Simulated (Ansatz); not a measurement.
cyclo-(SiH2)4 (Si4H8), relaxed as a singlet with RKS PBE-D4/def2-SVP in Ansatz, starting from the GFN2-xTB geometry. Force threshold 0.02 eV/Å.

Start:

```xyz
12

Si    1.577   -0.323   -0.432
H     2.086   -1.430   -1.253
H     2.799    0.418   -0.093
Si    0.186   -0.926    1.372
H    -0.059   -2.364    1.549
H     0.637   -0.507    2.706
Si   -1.577    0.322    0.432
H    -2.790   -0.431    0.085
H    -2.103    1.423    1.249
Si   -0.184    0.932   -1.368
H     0.062    2.370   -1.541
H    -0.634    0.518   -2.705
```

```
step  energy (eV)  largest force component (eV/Å)  SCF passes
   1  -31613.8794                           0.748          13
   2  -31614.0637                           0.137          16
   3  -31614.0692                           0.048          17
   4  -31614.0702                           0.002          18
```

Force components are those of the run's own axes.

End:

```xyz
12

Si    1.5937   -0.3288   -0.4383
H     2.0466   -1.4900   -1.2867
H     2.8035    0.4833   -0.0514
Si    0.1884   -0.9371    1.3879
H    -0.0836   -2.4158    1.4999
H     0.6589   -0.4327    2.7285
Si   -1.5954    0.3243    0.4355
H    -2.7957   -0.4980    0.0404
H    -2.0635    1.4804    1.2825
Si   -0.1865    0.9420   -1.3848
H     0.0894    2.4210   -1.4827
H    -0.6558    0.4512   -2.7308
```

By distances, no bond broke or formed. The bond that changes most is Si1–H3, from 1.47 to 1.51 Å (atoms count from 1).

No frequencies were taken in this run, so the end may be a saddle point.

Run time 3.3 s (4 threads of Arm Neoverse V1 on a shared host).
